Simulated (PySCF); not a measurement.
Cr²⁺ (chromium, charge +2): UHF calculation

Configuration: [Ar] 3d4, high-spin 5D determinant. All numbers are calculated (PySCF 2.14, scalar relativity by spin-free X2C-1e, in cc-pVDZ-DK (6s5p3d1f, 43 functions)).

```json
{"Total energy": "-1048.878981 hartree", "One-electron energy": "-1428.5006 hartree", "Hartree (Coulomb) energy": "427.3083 hartree", "Exchange energy": "-47.6866 hartree", "⟨S²⟩": "6.0013", "⟨L²⟩": "6.016", "Sum of ⟨r⟩": "14.59 bohr", "Sum of ⟨r²⟩": "16.26 bohr²", "Traceless quadrupole moment −½Σ⟨3z² − r²⟩ along its main axis": "-0.503 e·bohr²", "Langevin diamagnetic susceptibility": "-12.9 ×10⁻⁶ cm³/mol", "Time after the integrals": "0.13 s of wall time on 1 thread of Intel(R) Xeon(R) Platinum 8559C (shared host)"}
```

```
shell  electrons  mean orbital energy (hartree)  spread (hartree)  rms radius, mean of both spins (bohr)
 1s α          1                     -222.86198                 0                                 0.0734
 1s β          1                     -222.86081                 0                                 0.0734
 2s α          1                      -27.45366                 0                                  0.316
 2s β          1                      -27.35872                 0                                  0.316
 2p α          3                      -23.09277           0.00146                                  0.287
 2p β          3                      -22.99651           0.02957                                  0.287
 3s α          1                       -4.32874                 0                                  0.965
 3s β          1                       -4.02243                 0                                  0.965
 3p α          3                       -3.07458           0.04734                                   1.04
 3p β          3                       -2.70017           0.07353                                   1.04
 3d α          4                       -1.19472           0.06301                                   1.34
```

Densities and radii are taken from the X2C orbitals without a picture-change correction, which distorts them close to the nucleus.
